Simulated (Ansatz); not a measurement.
Molecule: dibromo(difluoro)silane, sum formula SiBr$_{2}$F$_{2}$ (charge 0, singlet). 
Structure (B3LYP-D3(BJ)/def2-TZVP (Ansatz, a first-principles code) minimum search):
```
Si
F 1 1.5788
F 1 1.5788 2 107.37
Br 1 2.1872 2 109.17 3 -118.24
Br 1 2.1872 2 109.17 3 118.24
```
Charge 0, spin multiplicity 1.

Parts of the frozen-core correlation energy in STO-3G (Ansatz, hartree). Frozen orbitals: 35; correlated occupied orbitals by spin: 16 and 16; virtual: 4 and 4. Spin-orbit coupling is left out. No relativistic terms.

| term | value |
|---|---|
| reference (HF) | -5571.15842 |
| MP2 opposite-spin | (withheld) |
| MP2 same-spin | (withheld) |
| CCSD correlation | -0.08640 |
| (T) | (withheld) |
| FCI minus CCSD(T) | -0.00074 |
| T1 diagnostic | 0.009 |
| largest doubles amplitude | 0.041 |

Problem. Complete the blanks.

Solution. 
- MP2 opposite-spin, value: -0.05882
- MP2 same-spin, value: -0.01374
- (T), value: -0.00501
